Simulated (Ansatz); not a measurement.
Basis-set extrapolation for `CO/C(O)=C\C(=O)C(F)(F)F` (PBE0-D4/def2-TZVP geometry, frozen core, Ansatz). Multiplicity 1, RHF reference.

```tsv
	def2-TZVPP	def2-QZVPP
HF	-715.429763	-715.460756
MP2 correlation	-2.228902	-2.409495
CCSD(T) correlation	-2.340662	not run
```

Energies in hartree. Use E(X) = E(∞) + A·exp(−7.88·√X) for Hartree–Fock and E(X) = E(∞) + B·X^(−2.97) for correlation, with X = 3 and 4, and add CCSD(T) minus MP2 of the smaller set to the MP2 limit.

Task: What is the CCSD(T) energy at the basis-set limit?

Result: HF limit: -715.460756 + (-0.030993) × 0.13774 = -715.46502. MP2 limit: -2.409495 + (-0.180593) × 0.74074 = -2.54327. Higher-order term: -2.340662 − (-2.228902) = -0.11176. Total: -718.12005 hartree, 917.9 kJ/mol below CCSD(T)/def2-TZVPP.
